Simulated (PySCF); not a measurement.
TDDFT excited states: C4H10O2Si

C4H10O2Si.
Structure used (GFN2-xTB), in Å, numbered top down from 1:
```xyz
17
C4H10O2Si angstrom
C     -0.9532   -1.2858   -0.4977
C     -0.3949    0.0154    0.0398
Si     1.4805    0.0947    0.2131
O      2.2537   -0.0677   -1.2197
O      1.9354   -1.1802    1.1021
C     -1.2364    0.7478    1.0473
C     -1.1203    1.2776   -0.3445
H     -0.5302   -1.5100   -1.4764
H     -0.6999   -2.1036    0.1744
H     -2.0372   -1.2380   -0.5941
H      1.9012    1.3481    0.8413
H      2.0457    0.5173   -1.9415
H      2.7956   -1.5641    0.9552
H     -0.7427    1.2852    1.8426
H     -2.1733    0.3001    1.3443
H     -1.9790    1.1917   -0.9953
H     -0.5519    2.1835   -0.5010
```

Level of theory: TDDFT wB97X-D/def2-SVPD, vertical, gas phase, core orbitals frozen in the response (PySCF).

| state | E (eV) | E (hartree) | f | main configurations (H = HOMO, L = LUMO) |
| --- | --- | --- | --- | --- |
| S1 | 7.42 | 0.2726 | 0.0091 | H→L (59%), H→L+1 (27%) |
| S2 | 7.74 | 0.2843 | 0.0012 | H→L+1 (52%), H→L (24%) |
| S3 | 8.02 | 0.2949 | 0.029 | H-1→L (62%), H-1→L+1 (28%) |
| S4 | 8.20 | 0.3014 | 0.0064 | H→L+2 (70%) |
| S5 | 8.44 | 0.3100 | 0.0088 | H-2→L+1 (19%), H-1→L+1 (16%), H-2→L (12%) |
| S6 | 8.48 | 0.3117 | 0.012 | H-1→L+1 (34%), H-1→L (17%), H-2→L (10%) |
| S7 | 8.57 | 0.3151 | 0.029 | H-1→L+2 (70%) |
| S8 | 8.68 | 0.3190 | 0.0093 | H→L+3 (25%), H-3→L (17%), H-2→L (16%) |

Triplets, Tamm–Dancoff:

| state | E (eV) | λ (nm) | main configurations (H = HOMO, L = LUMO) |
| --- | --- | --- | --- |
| T1 | 7.27 | 170.6 | H→L (46%), H→L+1 (32%) |
| T2 | 7.55 | 164.2 | H→L+1 (38%), H→L (28%) |
| T3 | 7.88 | 157.4 | H-1→L (45%), H-1→L+1 (38%) |

The lowest singlet lies at 7.42 eV (167 nm, vacuum ultraviolet) and is weak; its leading configuration is HOMO→LUMO (59%). The largest oscillator strength of a single state is 0.029. Löwdin shares by element: HOMO carbon 50% or more, silicon 14% (atoms not listed hold the other 36%); LUMO oxygen 32%, silicon 30%, hydrogen 12% or more (atoms not listed hold the other 27%). The listed states span 1.26 eV, and the widest gap between neighbours is 0.32 eV (S1 to S2). Weighted by f, the mean energy of these states is 8.28 eV. Of the 8 states listed, 3 reach f = 0.01 and none stays under 0.0005. The window holds the lowest 8 singlets.

One conformer stands for the species.
